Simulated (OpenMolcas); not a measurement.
Ti2+ with 6 ligands (fluoride) in octahedral coordination (Oh). A charge of +0.667 e stands 3.2 Å behind each ligand. Ligand basis ANO-RCC-VDZP.

| Property | Result |
| --- | --- |
| Program | OpenMolcas 26.06 |
| Method | CASSCF |
| Basis | ANO-RCC-VDZP [5s4p2d1f] |
| Scalar Hamiltonian | DKH2, point nucleus |
| Active space | 2 electrons in 5 orbitals (3d) |
| State averaging | 2S+1 = 3 even, 10 roots; 2S+1 = 1 even, 15 roots |
| Spin-orbit coupling | RASSI with atomic mean-field integrals over the reference wave functions |

All ligands move together. At R = 2.08 Å |10Dq| is 12627 cm-1, and at R = 2.22 Å it is 8973 cm-1.

Problem. A third run gives 10141 cm-1. What distance was it run at?

Solution. With a power law R^-n the two known points give n = -ln(8973 / 12627) / ln(2.22 / 2.08) = 5.24. Then R = 2.08 × (12627 / 10141)^(1/5.24) = 2.169 Å. The run was at 2.17 Å, so the estimate is off by -0.001 Å.

An orbital triplet at a regular site is open to Jahn-Teller coupling, which can distort the site and quench the lowest spin-orbit gaps and is left out. Without dynamic correlation the repulsion within the d shell is too large (B by tens of per cent), so at a given field states of lower spin stand too high. Ligand-to-metal charge-transfer states are missing. With no ligand orbital active B as a rule stays too high, so bands that hang on it stand too high and its fall with covalency is understated. With metal d orbitals alone and no dynamic correlation the field as a rule comes out too small, by tens of per cent, by up to half for chloride and softer ligands. No measured value stands beside these numbers; the geometry was imposed, not optimised, and the real ion may take another.
